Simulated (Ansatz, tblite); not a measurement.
Forces on cyclo-(H2SiCH2)2 (C₂H₈Si₂) at its PBE-D4/def2-SVP geometry. The state is a singlet with charge 0.

The xTB rows come from tblite.

GFN1-xTB (tblite), largest force 0.87 eV/Å:

```xyz
12
positions Å, forces eV/Å
Si   -0.350   -0.701   -1.078   -0.226   -0.455   -0.701
H     0.579   -1.132   -2.183   -0.542    0.211    0.574
H    -1.739   -1.193   -1.394    0.769    0.246    0.128
C    -0.263    1.174   -0.678   -0.126    0.564   -0.326
Si    0.351    0.701    1.077    0.230    0.456    0.700
H    -0.574    1.134    2.185    0.540   -0.212   -0.576
H     1.742    1.191    1.389   -0.769   -0.244   -0.125
C     0.261   -1.174    0.679    0.126   -0.564    0.326
H    -1.236    1.704   -0.706    0.397    0.038   -0.154
H     0.460    1.751   -1.289   -0.410    0.016    0.123
H     1.233   -1.707    0.709   -0.398   -0.037    0.153
H    -0.465   -1.748    1.289    0.409   -0.017   -0.122
```

GFN2-xTB (tblite), largest force 1.26 eV/Å:

```
Si -0.329 -0.661 -1.017
H -0.392 0.184 0.470
H 0.588 0.210 0.136
C -0.034 0.139 -0.079
Si 0.333 0.661 1.016
H 0.390 -0.185 -0.471
H -0.589 -0.209 -0.134
C 0.030 -0.139 0.081
H 0.665 -0.302 -0.020
H -0.521 -0.335 0.388
H -0.664 0.304 0.018
H 0.523 0.333 -0.387
```

r2SCAN-D4/def2-TZVP (Ansatz), largest force 0.54 eV/Å:

```
Si 0.067 0.134 0.205
H -0.200 0.092 0.236
H 0.298 0.105 0.067
C -0.033 0.143 -0.082
Si -0.067 -0.134 -0.206
H 0.199 -0.092 -0.237
H -0.298 -0.104 -0.066
C 0.032 -0.143 0.083
H 0.477 -0.263 0.016
H -0.353 -0.286 0.301
H -0.476 0.264 -0.017
H 0.355 0.284 -0.300
```
